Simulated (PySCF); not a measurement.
An unknown shows these calculated signals:

¹H NMR (600 MHz, computed): δ 8.22 (d, 2H), 7.41 (t, 1H), 7.11 (m, 2H), 3.40 (br, 2H).

¹³C{¹H} NMR (computed): δ 141.8 (CH), 130.0 (CH), 120.5 (CH).

Computational details: PBE0-D3(BJ)/def2-SVP structure, GIAO KT2/pcSseg-1 shieldings, in PySCF 2.14 (relativity neglected, single conformer, isolated molecule, fast rotation and ring inversion assumed for equivalent nuclei).

Scale: ¹H (σref 31.18) and ¹³C (σref 183.22) against TMS (reference shieldings calculated alike).

Q: Which of these does the molecule contain: a heteroaromatic ring, an N-methyl group, a Si–H bond, a C≡C triple bond?

A: 
- A heteroaromatic ring: yes.
- An N-methyl group: no.
- A Si–H bond: no.
- A C≡C triple bond: no.

The data belong to `ClB(Cl)[BH2-][n+]1ccccc1`, C₅H₇B₂Cl₂N; they needn't prove each group on their own.

Carbon signals by region: 3 in the sp2 and nitrile region (100–160 ppm).

Hydrogens on boron are broadened and split by ¹¹B (spin 3/2, 80 %) and 10B (spin 3). Shifts are as computed. Against solution values, carbons near 30 ppm lie about +2 ppm off and those near 130 ppm about -5 ppm. Of 1211 compounds with measured shifts, 218 miss one by over three times the rms of a fit or turn the order of signals round; such compounds aren't used in these exercises. Multiplicities follow the n + 1 count of equivalent neighbours, as no J values were calculated; m marks all less simple cases, F and P coupling included.
